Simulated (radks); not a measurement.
The numbers below are computed, except where a source is named.
Cu IV, configuration [Ar] 3d7 4p1 (not the ground configuration).

Code: a radial shooting solver on a logarithmic mesh with Libxc functionals. Model: scalar-relativistic Kohn-Sham, BLYP, spin-polarised, spherical densities, finite nucleus; open shells are filled with parallel spins first; Fermi nuclear charge, rms radius 3.8823 fm.

Energy parts (hartree):
part                       energy
total                 -1651.85579
kinetic                1676.66897
electron-nucleus      -3924.21509
Hartree                 661.85684
exchange-correlation    -66.16651

Orbitals (lengths in bohr, moments of r in powers of bohr; r(90%) holds 90 % of the orbital's charge):
orbital  occ.  eigenvalue (hartree)       <r^4>  r(90%)      <r>     <r^2>
1s up       1             -327.4788  0.00003438  0.0931  0.05213  0.003656
1s down     1             -327.4764  0.00003438  0.0931  0.05213  0.003656
2s up       1             -41.26208    0.007428   0.364   0.2354   0.06537
2s down     1             -41.18507    0.007389   0.364   0.2351   0.06521
2p up       3             -35.90934    0.005543   0.338   0.2066   0.05236
2p down     3             -35.84989    0.005505   0.337   0.2063   0.05220
3s up       1              -6.33675      0.5068    1.04   0.6987    0.5624
3s down     1              -6.18760      0.5154    1.05   0.7011    0.5664
3p up       3              -4.75422      0.6552    1.11   0.7255    0.6180
3p down     3              -4.60798      0.6725    1.12   0.7293    0.6249
3d up       5              -2.20106       1.504    1.35   0.8089    0.8204
3d down     2              -2.05926       1.652    1.38   0.8235    0.8541
4p up       1              -1.09801       50.13    3.30    2.254     5.752
4p down     0              -1.04024       54.05    3.36    2.291     5.952

The highest occupied level is 4p up at -29.878 eV. The spin density at the nucleus is -0.966 e/bohr^3 (1s -0.140, 2s -2.379, 3s 1.554). Spin moment in Bohr magnetons: 4. The density falls to 0.001 e/bohr^3 at r = 3.42 bohr. Summed over all electrons, <r^2> = 16.87 bohr^2, which gives a Langevin (diamagnetic) susceptibility term of -13.4 x 10^-6 cm^3/mol. The electron density at the nucleus is 2.242e+04 e/bohr^3 (large components only).
